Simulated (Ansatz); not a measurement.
Consider the isomerisation: `CCC(CC)(CC)CC` → `CCCCCC(C)(C)C`.

Program: Ansatz. Geometries: PBE0-D4/def2-TZVP. ΔE: electronic, gas phase. CBS: MP2 limit from def2 TZ/QZ plus the TZ coupled-cluster correction, frozen cores. DFT in def2-TZVPP. B3LYP here is the variant with VWN-RPA as its local correlation; programs differ in this. One conformer a species, not always the lowest.

`CCC(CC)(CC)CC`:

Z-matrix (Å, degrees):
```
C
C 1 1.519
H 1 1.093 2 110.4
H 1 1.093 2 112.1 3 119.5
H 1 1.093 2 112.1 3 -119.5
C 2 1.538 1 116.6 3 180.0
H 2 1.095 1 109.1 3 57.1
H 2 1.095 1 109.1 3 -57.1
C 6 1.538 2 111.0 1 -59.2
C 6 1.538 2 106.5 1 179.9
C 6 1.538 2 111.0 1 59.1
C 9 1.519 6 116.6 2 -59.2
H 9 1.095 6 108.2 2 64.2
H 9 1.095 6 108.2 2 177.5
C 10 1.519 6 116.6 2 179.9
H 10 1.095 6 108.2 2 -56.8
H 10 1.095 6 108.2 2 56.6
C 11 1.519 6 116.6 2 59.0
H 11 1.095 6 108.2 2 -177.6
H 11 1.095 6 108.2 2 -64.3
H 12 1.093 9 112.1 6 -60.5
H 12 1.093 9 110.4 6 180.0
H 12 1.093 9 112.0 6 60.5
H 15 1.093 10 112.1 6 60.5
H 15 1.093 10 112.1 6 -60.6
H 15 1.092 10 110.4 6 180.0
H 18 1.093 11 112.1 6 60.5
H 18 1.093 11 112.1 6 -60.6
H 18 1.093 11 110.4 6 180.0
```

`CCCCCC(C)(C)C`:

Z-matrix (Å, degrees):
```
C
C 1 1.520
H 1 1.094 2 111.1
H 1 1.093 2 111.8 3 -120.0
H 1 1.092 2 111.2 3 119.9
C 2 1.525 1 113.9 3 55.6
H 2 1.095 1 109.2 3 -65.7
H 2 1.095 1 109.5 3 179.1
C 6 1.525 2 115.4 1 58.6
H 6 1.096 2 108.8 1 -178.7
H 6 1.096 2 108.6 1 -63.6
C 9 1.520 6 113.4 2 60.9
H 9 1.094 6 109.4 2 -62.3
H 9 1.094 6 108.1 2 -177.3
C 12 1.536 9 116.7 6 177.2
H 12 1.098 9 108.7 6 54.6
H 12 1.096 9 109.3 6 -60.5
C 15 1.527 12 111.0 9 -61.1
C 15 1.527 12 107.9 9 179.8
C 15 1.527 12 110.7 9 60.8
H 18 1.094 15 111.0 12 -56.0
H 18 1.094 15 110.6 12 -175.5
H 18 1.092 15 111.9 12 64.8
H 19 1.094 15 111.0 12 60.0
H 19 1.094 15 111.1 12 -179.9
H 19 1.094 15 111.0 12 -59.9
H 20 1.094 15 111.0 12 55.9
H 20 1.092 15 111.8 12 -64.8
H 20 1.094 15 110.6 12 175.4
```

CCSD(T)/CBS gives -8.1 kJ/mol.

Problem. Another level gave -8.2 kJ/mol. Which?
A. CCSD(T)/def2-TZVPP
B. PBE0/def2-TZVPP
C. HF/def2-TZVPP
D. B3LYP/def2-TZVPP

Solution. A. CCSD(T)/def2-TZVPP -8.2, PBE0 -15.0, B3LYP -19.7, HF/def2-TZVPP -25.5 kJ/mol.

Largest T1 diagnostic among the species: 0.009.

From BLYP to BHLYP (50 % exact exchange), in def2-TZVPP and without D4, ΔE moves by +3.2 kJ/mol. Leaving LDA and LC-ωPBE aside and taking each functional with its dispersion term where it has one, the values, not all of them listed here, spread over 7.8 kJ/mol, from B2PLYP to revPBE-D4. LDA lies +11.8 kJ/mol from PBE without D4.

CCSD(T)/CBS has its own doubt, a few kJ/mol and more with outer-core shells, so smaller differences from it don't rank the levels.
